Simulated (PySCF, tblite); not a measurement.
Isomers of C7H10O2Si. Level: GFN2-xTB in tblite, geometry and Hessian alike; calculated harmonic values, unscaled, isolated species. The method is semi-empirical: single wavenumbers can be off by several per cent or more. Modes of hydrogen on silicon can be 10 to 20 % off. One conformer each.

Electronic energies: PBE0/pcSseg-1 single points on the GFN2-xTB geometries (PySCF, gas phase).

```tsv
SMILES	electronic energy, lowest = 0 (kJ/mol)
C=CO[SiH2]CC(=O)C#CC	180.0
COc1ccc(O[SiH3])cc1	0.0
C=CCC1=COC(=O)[SiH2]C1	122.4
C#C[Si@]1(C)C[C@@H](C(=O)O)C1	94.2
```

**Question.** How do GFN2-xTB zero-point energies change the relative energies?

**Answer.** 
| SMILES | ZPE (kJ/mol) | of it from modes above 1550 cm⁻¹ | electronic (kJ/mol) | with ZPE, lowest = 0 (kJ/mol) | lowest mode (cm⁻¹) | rings |
| --- | --- | --- | --- | --- | --- | --- |
| COc1ccc(O[SiH3])cc1 | 386.7 | 187.3 | 0.0 | 0.0 | 43 | 1 |
| C#C[Si@]1(C)C[C@@H](C(=O)O)C1 | 397.2 | 209.2 | 94.2 | 104.7 | 21 | 1 |
| C=CCC1=COC(=O)[SiH2]C1 | 389.2 | 203.0 | 122.4 | 125.0 | 31 | 1 |
| C=CO[SiH2]CC(=O)C#CC | 380.2 | 207.2 | 180.0 | 173.5 | 21 | 0 |

The zero-point energies span 17.0 kJ/mol, from `C=CO[SiH2]CC(=O)C#CC` to `C#C[Si@]1(C)C[C@@H](C(=O)O)C1`. The order is unchanged.

**Question.** And how do the electronic energies of GFN2-xTB itself compare?

**Answer.** `COc1ccc(O[SiH3])cc1` 0.0; `C#C[Si@]1(C)C[C@@H](C(=O)O)C1` 392.3; `C=CCC1=COC(=O)[SiH2]C1` 291.8; `C=CO[SiH2]CC(=O)C#CC` 267.0 kJ/mol, lowest = 0. Against the energies above, taken from the same isomer `COc1ccc(O[SiH3])cc1`, the largest difference is 298.1 kJ/mol.
